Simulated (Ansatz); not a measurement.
Task: Name a neutral molecule of C, O, Se, Si and H with HOMO energy (B3LYP/def2-TZVPP) between -6.45 and -6.15 eV and HOMO–LUMO gap (ωB97M-V/def2-TZVPP) between 9.85 and 10.15 eV (Ansatz, PBE0-D4/def2-TZVP geometry).

Result: `O[SiH2]/C=C/[SeH]` (-6.37 eV, 9.90 eV); `CC1(O)[SiH2][Se]1` (-6.31 eV, 9.90 eV). Other molecules can fit too; these were computed, each in one conformer that needn't be the lowest.

B3LYP here is the variant with VWN-RPA as its local correlation; programs differ in this.
